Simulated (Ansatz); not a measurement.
A nudged elastic band was laid between two geometries of C$_{2}$H$_{2}$I (5 atoms, charge 0, multiplicity 2).

The calculation used UKS PBE0/def2-SVP (Ansatz).

```json
{
  "movable images": "9",
  "climbing image": "yes",
  "spring": "5.0 eV/Å²",
  "optimiser": "quadratic models (default)",
  "start path": "through a guess of the saddle point",
  "force threshold": "0.5 eV/Å",
  "iteration limit": "51",
  "end points": "relaxed"
}
```

Initial state:

```xyz
5
Properties=species:S:1:pos:R:3
C -0.748 -0.619 -0.285
C -0.007 0.430 -0.134
I 1.856 0.356 0.954
H -0.848 -1.678 -0.066
H -0.203 1.438 -0.510
```

Final state:

```xyz
5
Properties=species:S:1:pos:R:3
C -0.443 -0.861 -0.047
C 0.114 0.311 -0.034
I 1.970 0.663 0.939
H -1.311 -1.411 -0.401
H -0.279 1.224 -0.498
```

**Question.** Which bonds break or form, and what moves?

**Answer.** No bond is made or broken.

**Question.** Give the energies along the band, and the barrier.

**Answer.** The forces met the threshold. The highest image is number 7 of 0 to 10, 13.4 kJ/mol above the first end and 2.1 kJ/mol above the last; the last end lies 11.3 kJ/mol above the first. The threshold of 0.5 eV/Å is loose, so the images may lie well off the minimum-energy path. Another band between the same ends (9 images) ends at a top of the same energy, where a vibrational analysis finds 1 clearly imaginary mode.

```json
{"image": "0", "path coordinate (Å)": "0.00", "energy (kJ/mol)": "0.0"}
{"image": "1", "path coordinate (Å)": "0.10", "energy (kJ/mol)": "0.7"}
{"image": "2", "path coordinate (Å)": "0.19", "energy (kJ/mol)": "2.8"}
{"image": "3", "path coordinate (Å)": "0.29", "energy (kJ/mol)": "4.3"}
{"image": "4", "path coordinate (Å)": "0.39", "energy (kJ/mol)": "8.2"}
{"image": "5", "path coordinate (Å)": "0.50", "energy (kJ/mol)": "9.8"}
{"image": "6", "path coordinate (Å)": "0.60", "energy (kJ/mol)": "12.1"}
{"image": "7", "path coordinate (Å)": "0.71", "energy (kJ/mol)": "13.4"}
{"image": "8", "path coordinate (Å)": "0.82", "energy (kJ/mol)": "13.0"}
{"image": "9", "path coordinate (Å)": "0.93", "energy (kJ/mol)": "11.8"}
{"image": "10", "path coordinate (Å)": "1.04", "energy (kJ/mol)": "11.3"}
```

**Question.** What is the geometry of the highest image?

**Answer.** 
```xyz
5
Properties=species:S:1:pos:R:3
C -0.561 -0.744 -0.165
C 0.064 0.370 -0.049
I 2.035 0.449 0.889
H -1.266 -1.534 -0.370
H -0.223 1.385 -0.348
```

The run took 7.3 min on 1 thread of Arm Neoverse V1 (shared host), peak memory 0.17 GiB.
